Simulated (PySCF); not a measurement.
**The third ionisation energy along group 12**

All values are computed (PySCF 2.14, energy differences of UHF-based or UKS calculations, no spin-orbit coupling). Values in eV. The last column holds reference values (NIST; (s) semi-empirical, (t) theoretical, else measured). Unmarked ones compare directly (S terms, centres of terms, or small fine structure); those marked * lie between the lowest fine-structure levels and include a spin-orbit shift.

```
                         element                  configurations  MP2 (valence)  CCSD(T) (valence)     LDA  MP2 (valence and next inner shell)  SCS-MP2 (valence and next inner shell)  CCSD (valence and next inner shell)         reference
Zn (x2c-TZVPPall, spin-free X2C)            [Ar] 3d10 → [Ar] 3d9         39.922             39.388  40.772                              40.436                                  39.972                               39.405          39.723 *
Cd (x2c-TZVPPall, spin-free X2C)            [Kr] 4d10 → [Kr] 4d9         37.814             37.561  38.193                              37.753                                  37.484                               37.327  37.468 ± 0.006 *
Hg (x2c-TZVPPall, spin-free X2C)  [Xe] 4f14 5d10 → [Xe] 4f14 5d9         35.257             35.053  35.744                              35.231                                  35.012                               34.898    34.49 ± 0.05 *
```

"Valence" correlates the outer s and p shells and, in groups 3 to 12 and the f block, the outer d or f shell, open or full, or the next shell where the ion has no valence electron left; the wider scheme adds the next inner shell.
